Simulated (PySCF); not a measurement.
Below is a simulated gas-phase C 1s photoelectron spectrum of `FC1C[SiH2]C1`.

Every computed line was given a Gaussian of 0.4 eV full width at half maximum and an area set by the number of equivalent atoms; the highest printed point is 100. Computed with delta-SCF UKS SCAN, pcX-2 on the ionised atom, pcseg-1 elsewhere, spin-free X2C (PySCF 2.14.0).

(binding energy (eV), intensity): (289.5, 0), (289.6, 2), (289.7, 8), (289.8, 26), (289.9, 57), (290.0, 90), (290.1, 100), (290.2, 78), (290.3, 44), (290.4, 17), (290.5, 5), (290.6, 1), (290.7, 0), (290.8, 0), (290.9, 0), (291.0, 0), (291.1, 0), (291.2, 0), (291.3, 0), (291.4, 0), (291.5, 0), (291.6, 0), (291.7, 0), (291.8, 0), (291.9, 0), (292.0, 0), (292.1, 0), (292.2, 0), (292.3, 1), (292.4, 3), (292.5, 10), (292.6, 24), (292.7, 42), (292.8, 50), (292.9, 43), (293.0, 26), (293.1, 11), (293.2, 3), (293.3, 1), (293.4, 0)

Count the maxima, the lines and the sites behind this envelope.

The curve has 2 maxima (at 290.1 and 292.8 eV). Under it lie 2 lines from 2 inequivalent carbon sites.

Decompose the envelope and assign each component. Numbering: `[F:1][CH:2]1[CH2:3][SiH2:4][CH2:5]1`.

```tsv
position (eV)	relative area	line	atoms	environment
290.08	2	C 1s	C3/C5	sp3 carbon bound to silicon
292.80	1	C 1s	C2	sp3 C–F carbon
```

What are the centre and the root-mean-square width of the whole band?

The area-weighted mean of the lines is 290.99 eV. Their own spread about it is 1.28 eV (rms) and each Gaussian has σ = 0.4/2.355 = 0.17 eV; the variances add, which gives 1.30 eV.

Lowest listed C 1s: C3/C5, bonded to C, 2 H and Si. Highest, 2.72 eV above it: C2, bonded to F, 2 C and H.

Shake-up satellites, vibrational structure and lifetime widths aren't simulated. Atoms equivalent by their bonding share one computed value, that of the first of them. Isolated species at its GFN2-xTB geometry (one conformer only).

The run took 73 s wall on one thread, Arm Neoverse N1 (aarch64), no GPU (shared host), and the process peaked at 0.49 GiB of memory.
